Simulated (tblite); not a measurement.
Species: C₄H₁₁F₃OSi₂.
Numbering: `[F:1][C:2]([F:3])([F:4])[CH2:5][CH2:6][SiH2:7][O:8][CH2:9][SiH3:10]` (hydrogens: H11, H12 on C5; H13, H14 on C6; H15, H16 on Si7; H17, H18 on C9; H19, H20, H21 on Si10)

Computed geometry: GFN2-xTB, gas phase.

Give the optimised bond lengths and angles.

```json
{"bond": "F1–C2, C2–F3, C2–F4", "length (bohr)": "2.538"}
{"bond": "C2–C5", "length (bohr)": "2.853"}
{"bond": "C5–C6", "length (bohr)": "2.875"}
{"bond": "C6–Si7", "length (bohr)": "3.590"}
{"bond": "Si7–O8", "length (bohr)": "3.057"}
{"bond": "O8–C9", "length (bohr)": "2.670"}
{"bond": "C9–Si10", "length (bohr)": "3.601"}
{"bond": "C5–H11, C5–H12", "length (bohr)": "2.064"}
{"bond": "C6–H13, C6–H14", "length (bohr)": "2.059"}
{"bond": "Si7–H15, Si7–H16", "length (bohr)": "2.769"}
{"bond": "C9–H17, C9–H18", "length (bohr)": "2.066"}
{"bond": "Si10–H19, Si10–H20, Si10–H21", "length (bohr)": "2.765"}
```

Bonds in one row agree within 0.02 bohr and their mean is given. A selection of angles:
```json
{"angle": "F1–C2–F3", "degrees": "106.1"}
{"angle": "F1–C2–C5", "degrees": "111.8"}
{"angle": "F3–C2–C5", "degrees": "113.3"}
{"angle": "C2–C5–C6", "degrees": "112.1"}
{"angle": "C5–C6–Si7", "degrees": "113.0"}
{"angle": "C6–Si7–O8", "degrees": "100.3"}
{"angle": "Si7–O8–C9", "degrees": "127.3"}
{"angle": "O8–C9–Si10", "degrees": "105.7"}
```

Torsions: F1–C2–C5–C6 -167° (antiperiplanar); C2–C5–C6–Si7 -59° (synclinal); C5–C6–Si7–O8 -160° (antiperiplanar); C6–Si7–O8–C9 -178° (antiperiplanar); Si7–O8–C9–Si10 170° (antiperiplanar). The mirror-image conformer, all signs reversed, is as good.

Of the pairs four or more bonds apart, F4···Si7 is among the closest relative to their van der Waals radii: 2.95 Å, 83 % of the sum of Bondi's values. Si10 (SiH3 silicon) is tetrahedral (angles from 108.1° to 110.8°). Si7 (oxygen-bound silicon) is distorted tetrahedral (angles from 100.3° to 113.1°).

Point group: C1 (no symmetry element, even within 0.4 Å). Its GFN2-xTB frequencies are all real (lowest 16 cm⁻¹). The numbers are those of one conformer. 3 starts were optimised and ended at 0.00, 0.00 and 0.33 kcal/mol (GFN2-xTB); the lowest of these is shown.

The run took 1.5 s on AMD EPYC 7R13, one thread (shared host). This is the geometry optimisation.
